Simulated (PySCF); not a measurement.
Basis-set dependence of population analyses: `C[Si](C)(C)[Si](Cl)(Cl)Cl`

Species: C₃H₉Cl₃Si₂.
Geometry (PBE0-D3(BJ)/def2-SVP, Å), atoms numbered from 1 in this order:
```
atom  x, y, z in Å
C1    -0.0660    1.9588    0.1378
Si2   -0.2094    0.0869    0.0853
C3    -1.5747   -0.4881   -1.0687
C4    -0.3776   -0.6559    1.8024
Si5    1.7966   -0.7256   -0.7831
Cl6    3.3916   -0.2299    0.4393
Cl7    2.1927    0.0371   -2.6653
Cl8    1.7510   -2.7884   -0.9435
H9     0.8075    2.2650    0.7336
H10   -0.9653    2.4067    0.5902
H11    0.0502    2.3703   -0.8765
H12   -1.4160   -0.0994   -2.0863
H13   -1.6000   -1.5874   -1.1228
H14   -2.5580   -0.1383   -0.7155
H15   -1.3350   -0.3635    2.2627
H16    0.4386   -0.3125    2.4563
H17   -0.3397   -1.7552    1.7569
```

PBE0 throughout (PySCF), one geometry, spherical d and f functions. Geometry: PBE0-D3(BJ)/def2-SVP; no solvent, vibrations or thermal averaging. Atoms taken as equivalent share a column and are averaged.

Mulliken charges (e):

```json
{"basis": "STO-3G", "functions": "69", "C1/C3/C4": "-0.399", "Si2": "+0.657", "Si5": "+0.696", "Cl6/Cl7/Cl8": "-0.304", "H9 (×9)": "+0.084"}
{"basis": "pcSseg-0", "functions": "110", "C1/C3/C4": "-1.160", "Si2": "+1.200", "Si5": "+0.775", "Cl6/Cl7/Cl8": "-0.311", "H9 (×9)": "+0.271"}
{"basis": "6-31G", "functions": "110", "C1/C3/C4": "-0.818", "Si2": "+0.865", "Si5": "+0.369", "Cl6/Cl7/Cl8": "-0.214", "H9 (×9)": "+0.207"}
{"basis": "6-31G*", "functions": "150", "C1/C3/C4": "-0.767", "Si2": "+0.647", "Si5": "+0.422", "Cl6/Cl7/Cl8": "-0.211", "H9 (×9)": "+0.207"}
{"basis": "cc-pVDZ", "functions": "177", "C1/C3/C4": "-0.247", "Si2": "+0.207", "Si5": "+0.476", "Cl6/Cl7/Cl8": "-0.203", "H9 (×9)": "+0.074"}
{"basis": "def2-SVP", "functions": "177", "C1/C3/C4": "-0.312", "Si2": "+0.282", "Si5": "+0.620", "Cl6/Cl7/Cl8": "-0.234", "H9 (×9)": "+0.082"}
{"basis": "pcSseg-1", "functions": "216", "C1/C3/C4": "-0.605", "Si2": "+0.537", "Si5": "+0.763", "Cl6/Cl7/Cl8": "-0.289", "H9 (×9)": "+0.153"}
{"basis": "aug-cc-pVDZ", "functions": "285", "C1/C3/C4": "+0.527", "Si2": "+1.889", "Si5": "+1.018", "Cl6/Cl7/Cl8": "-0.456", "H9 (×9)": "-0.347"}
{"basis": "6-311+G(2d,p)", "functions": "310", "C1/C3/C4": "-0.783", "Si2": "+0.912", "Si5": "+0.418", "Cl6/Cl7/Cl8": "-0.186", "H9 (×9)": "+0.175"}
```

IAO charges (e):

```
        basis  functions  C1/C3/C4     Si2     Si5  Cl6/Cl7/Cl8  H9 (×9)
       STO-3G         69    -0.628  +0.794  +0.589       -0.253   +0.140
     pcSseg-0        110    -0.704  +0.756  +0.603       -0.253   +0.168
        6-31G        110    -0.703  +0.760  +0.610       -0.260   +0.169
       6-31G*        150    -0.704  +0.822  +0.751       -0.297   +0.159
      cc-pVDZ        177    -0.703  +0.824  +0.760       -0.298   +0.158
     def2-SVP        177    -0.696  +0.824  +0.763       -0.296   +0.154
     pcSseg-1        216    -0.709  +0.837  +0.764       -0.299   +0.158
  aug-cc-pVDZ        285    -0.716  +0.831  +0.768       -0.302   +0.161
6-311+G(2d,p)        310    -0.726  +0.851  +0.778       -0.304   +0.162
```

Some averages cover members that differ in this geometry, most widely: H9 (×9), Mulliken in aug-cc-pVDZ -0.401 to -0.315 e.

**Question.** Which scheme is steadiest as the basis changes?

**Answer.** Largest range over the bases for any column: IAO 0.19 e, Mulliken 1.69 e. IAO charges move least and Mulliken charges most, counted in e. Without the minimal STO-3G basis the ranges are IAO 0.17, Mulliken 1.69 e.

**Question.** How much do the charges still move between the two largest bases, aug-cc-pVDZ and 6-311+G(2d,p)?

**Answer.** At most, over all atoms: Mulliken 1.313 e, IAO 0.020 e.

**Question.** What do the same runs give for the total energy, the frontier levels and the dipole moment?

**Answer.** 
```
        basis  energy (Eh)  HOMO (eV)  LUMO (eV)  μ (D)
       STO-3G   -2055.6476      -6.44       2.05   4.56
     pcSseg-0   -2076.1335      -8.47      -0.53   4.29
        6-31G   -2078.4279      -8.26      -0.61   4.70
       6-31G*   -2078.5822      -7.95      -0.04   3.78
      cc-pVDZ   -2078.6924      -7.85       0.08   3.41
     def2-SVP   -2077.9830      -7.82       0.15   3.12
     pcSseg-1   -2078.5879      -8.10      -0.19   3.50
  aug-cc-pVDZ   -2078.7127      -7.94      -0.40   3.30
6-311+G(2d,p)   -2078.7766      -7.96      -0.34   3.26
```

The dipole is fixed by the density alone, so its range of 1.58 D shows that the density itself changes with the basis, not only its division among atoms.
